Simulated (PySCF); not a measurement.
CH5FGeO: core ionisation energies

Compound: CH5FGeO.
Atom-mapped SMILES: `[CH3:1][O:2][GeH2:3][F:4]`

Geometry (PBE0-D3(BJ)/def2-SVP, Å), atoms numbered from 1 in this order:
```
atom  x, y, z in Å
C1     1.393    0.060    0.371
O2     0.280   -0.753    0.129
Ge3   -1.309   -0.075   -0.223
F4    -2.355   -1.453   -0.169
H5     2.254   -0.589    0.594
H6     1.250    0.733    1.238
H7     1.666    0.684   -0.502
H8    -1.745    0.891    0.890
H9    -1.373    0.483   -1.653
```

The calculation used PySCF, delta-SCF UKS SCAN, pcX-2 on the ionised atom, pcseg-1 elsewhere, spin-free X2C. Vertical ΔSCF values, vacuum level as zero.

Problem. Give the core binding energies atom by atom.

Solution. 
| atom(s) | bonded to | level | binding energy (eV) | count |
| --- | --- | --- | --- | --- |
| F4 | Ge | F 1s | 691.57 | 1 |
| O2 | C and Ge | O 1s | 538.11 | 1 |
| C1 | O and 3 H | C 1s | 292.64 | 1 |

Problem. Which effective nuclear charge Zeff reproduces each element's mean 1s value in the hydrogen-like formula E = 13.606 eV × Zeff²?

Solution. C (Z = 6): mean 292.6 eV, Zeff = 4.64, Z − Zeff = 1.36; O (Z = 8): mean 538.1 eV, Zeff = 6.29, Z − Zeff = 1.71; F (Z = 9): mean 691.6 eV, Zeff = 7.13, Z − Zeff = 1.87. Means run over the listed sites, weighted by atom count.

Problem. Which photon wavelength matches the O 1s of O2 (atom 2) threshold?

Solution. λ = hc/E = 12398.42 eV Å / 538.11 eV = 23.041 Å.

No level of germanium is listed. The structure is a single PBE0-D3(BJ)/def2-SVP conformer in the gas phase; no vibrational or solvent corrections.
